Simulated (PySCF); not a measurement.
Excitations are Tamm–Dancoff values on a coarser integration grid. The basis has no diffuse functions, so Rydberg states are missing or too high.

## H₉AlSi₃, SMILES `[SiH3][Al]([SiH3])[SiH3]` (charge 0, multiplicity 1)

Method: r2SCAN-D4/def2-TZVP in PySCF.

- HOMO: -6.54 eV
- dipole moment: 0.18 D
- HOMO–LUMO gap: 3.31 eV
- LUMO: -3.22 eV
- S1 excitation (TDA): 3.41 eV
- S1 oscillator strength: 0.000
- T1 excitation (TDA): 2.76 eV
- S1–T1 gap (TDA): 0.64 eV
- total energy: -1116.2103 Ha
- cost: around 15 core-minutes (rough)

Bond lengths (Å): Si1–Al2 2.461, Si1–H5 1.492, Si1–H6 1.492, Si1–H7 1.489, Al2–Si3 2.460, Al2–Si4 2.459, Si3–H8 1.489, Si3–H9 1.492, Si3–H10 1.492, Si4–H11 1.492, Si4–H12 1.492, Si4–H13 1.489. Bond angles (°): Al2–Si1–H5 111.0, Al2–Si1–H6 109.8, Al2–Si1–H7 114.1, H5–Si1–H6 106.8, H5–Si1–H7 107.5, H6–Si1–H7 107.3, Si1–Al2–Si3 117.4, Si1–Al2–Si4 119.4, Si3–Al2–Si4 123.2, Al2–Si3–H8 114.3, Al2–Si3–H9 109.8, Al2–Si3–H10 110.7, H8–Si3–H9 107.4, H8–Si3–H10 107.6, H9–Si3–H10 106.8, Al2–Si4–H11 110.6, Al2–Si4–H12 109.6, Al2–Si4–H13 114.5, H11–Si4–H12 106.7, H11–Si4–H13 107.6, H12–Si4–H13 107.5.
